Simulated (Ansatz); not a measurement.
`O[AsH][SiH3]`, charge 0, multiplicity 1.

Problem. Give a relaxed structure at PBE0-D4/def2-TZVP (Ansatz). (An estimate is asked.)

Solution. Computed: 
```xyz
8

O     0.856    1.530   -0.832
As    1.057   -0.270   -0.737
Si   -0.678   -0.578    0.852
H     1.727    1.914   -0.962
H     0.116   -0.616   -1.894
H    -1.017   -2.027    0.877
H    -1.882    0.218    0.505
H    -0.179   -0.172    2.191
```
